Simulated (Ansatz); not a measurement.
Ideal-gas functions of FH$_{4}$OSiSn (`[F][SnH][O][SiH3]`) radical at 600 K and 1 bar, from an Ansatz frequency run at PBE0-D4/def2-TZVP.

Molar mass 185.83 g/mol, point group C1 (symmetry number 1), electronic degeneracy 2, moments of inertia 76.136, 327.148, 389.387 u Å². Harmonic wavenumbers (cm⁻¹, unscaled): 42, 47, 89, 188, 451, 480, 498, 600, 717, 734, 952, 957, 974, 996, 1727, 2206, 2225, 2226.

Use S(trans) = R[1.5 ln M + 2.5 ln T − 1.1517]; rotational temperatures θ = 24.2544 K / I; S(rot) = R[ln(√π/σ · √(T³/θAθBθC)) + 1.5]; for each mode x = 1.438777 ν̃/T, S = R[x/(eˣ − 1) − ln(1 − e⁻ˣ)] and H = RT x/(eˣ − 1); 1 cm⁻¹ = 0.0119627 kJ/mol; R = 8.31446 J/(mol·K).

Question: By hand: the entropy, in J/(mol·K).

Answer: Translation 188.6. Rotation: θ = 0.3186, 0.0741, 0.0623 K, giving 124.1. Vibration, mode by mode: 27.40, 26.47, 21.17, 15.01, 8.06, 7.59, 7.32, 5.97, 4.76, 4.61, 3.05, 3.02, 2.93, 2.81, 0.69, 0.26, 0.25, 0.25, in all 141.6. Electronic 5.8. Sum 460.1 J/(mol·K).

Question: By hand: H − E and G − E in kJ/mol, counted from the electronic energy.

Answer: Zero-point energy ½ × 16109 × 0.0119627 = 96.4; thermal vibration 37.6; translation, rotation and pV give 4 RT = 20.0. H − E = 154.0 kJ/mol, and G − E = 154.0 − 600 × 460.1/1000 = -122.1 kJ/mol.

Vibration gives 31 % of the entropy, 75.0 J/(mol·K) of it from the modes under 150 cm⁻¹: soft modes count most, and the harmonic formula is weakest for them. The sum counts one conformer and one mirror image; others add a mixing term.
